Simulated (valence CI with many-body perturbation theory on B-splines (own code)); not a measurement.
# Cd XLIII: key properties

Method: valence CI with perturbative core correlation (CI+MBPT): four valence electrons over a frozen Dirac-Fock core [He], a basis of 11 s, 11 p, 9 d, 7 f, 5 g, 2 h, 1 i functions for each j, with the one-electron correlation potential Σ1 (screened to all orders), the two-electron term Σ2, the three-electron term Σ3, Breit, model QED; selected single and double excitations, second order for the rest (own B-spline code, finite nucleus).

No measured spectrum was set against this ion. As an estimate, large intervals hold to a few tenths of a per cent, small ones and those within an open d or f shell to about a per cent. Among the levels kept, up to 260 cm⁻¹ of a level comes from second order outside the variational space, and about a tenth of that is noise between levels of different J, which matters for small intervals.

Levels are named by their leading jj configuration (3d3/2^4 stands for four electrons in 3d with j = 3/2), which in mixed levels can hold well under half, so a name can repeat and another be missing.

Rates and lifetimes use the calculated energies. Strong lines usually hold to 10 to 20 %, long lifetimes can be off by a factor of two.

Problem. What is the ground level?

Solution. (2s^2 2p1/2^2) J=0, composition 72 % 2s2.2p2 3P + 27 % 2s2.2p2 1S.

Problem. What is the ionisation energy?

Solution. 6881.5 eV; NIST lists 6869 ± 8 eV (semi-empirical).

Problem. Where does the other parity begin?

Solution. At (2s 2p1/2^2 2p3/2) J=2, 349.1 eV.

Problem. How well does LS coupling describe the low levels?

Solution. Among the lowest 20 levels the leading LS term, summed over configurations, holds 65 % on average. For single configurations the figures are 65 % in LS and 98 % in jj coupling. Terms mix most in the J = 1 level at 606.1 eV, where the leading one holds 38 %.

Problem. What are the static dipole polarisabilities of the lowest levels?

Solution. (2s^2 2p1/2^2) J=0 0.000788 bohr³, of which the core gives 1.53e-06.
